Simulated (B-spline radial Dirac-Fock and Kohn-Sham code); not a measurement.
Compton profile of Bi⁶⁵⁺

System: bismuth as Bi⁶⁵⁺, 1s2 2s2 2p6 3s2 3p6.

The run's input, task.json:

```json
{"items": [{
  "Z": 83,
  "q": 65,
  "cfg": [[1, 0, 2], [2, 0, 2], [2, 1, 6], [3, 0, 2], [3, 1, 6]],
  "A": 209,
  "rrms": 5.5211,
  "do": ["scatter"],
  "s": [0.0, 0.06, 0.08, 0.09, 0.12, 0.14, 0.17, 0.21, 0.26, 0.32, 0.4, 0.49, 0.6, 0.74, 0.91, 1.11, 1.37, 1.68, 2.06, 2.54, 3.12, 3.83, 4.71],
  "pz": [0, 0.1, 0.14, 0.2, 0.29, 0.42, 0.6, 0.85, 1.2, 1.7, 2.5, 3.6, 5.1, 7.3, 10.0, 15.0, 21.0, 30.0, 43.0, 62.0, 89.0],
  "hv_scatter": [1000, 5000, 8047.8, 10000, 17479.3, 20000, 200000, 500000]
}]}
```

Command: `python xray_run.py task.json out`

The computed values come from a radial finite-basis atomic code: the impulse approximation on Dirac-Fock orbitals of the configuration average with a finite nucleus. pz is in atomic units of momentum; subshell profiles are per electron, for a selection of subshells; open shells are spread over both j values by their weights.

| pz | J total | J 1s1/2 | J 2p1/2 | J 3p1/2 | J 3p3/2 |
| --- | --- | --- | --- | --- | --- |
| 5.1 | 0.4611 | 0.00859 | 0.0148 | 0.0347 | 0.0367 |
| 7.3 | 0.3995 | 0.00851 | 0.0147 | 0.0311 | 0.0320 |
| 10 | 0.3154 | 0.00837 | 0.0145 | 0.0239 | 0.0231 |
| 15 | 0.1926 | 0.00801 | 0.0135 | 0.00995 | 0.00821 |
| 21 | 0.1222 | 0.00744 | 0.0114 | 0.00263 | 0.00239 |
| 30 | 0.07359 | 0.00642 | 0.00750 | 0.00161 | 0.00196 |
| 43 | 0.03507 | 0.00486 | 0.00338 | 0.00111 | 0.00102 |
| 62 | 0.01352 | 0.00298 | 0.000973 | 0.000348 | 0.000229 |
| 89 | 0.004746 | 0.00141 | 0.000203 | 6.98e-05 | 3.20e-05 |

Problem. What is the peak value J(0), and which subshell contributes most to it?

Solution. J(0) = 0.5263. The 3p3/2 subshell gives the largest part, 30 %.

Mean momentum ⟨p⟩ by subshell (a.u.): 1s1/2 92.5, 2s1/2 33.4, 2p1/2 43.5, 2p3/2 37.1, 3s1/2 18.2, 3p1/2 21.5, 3p3/2 19.6.
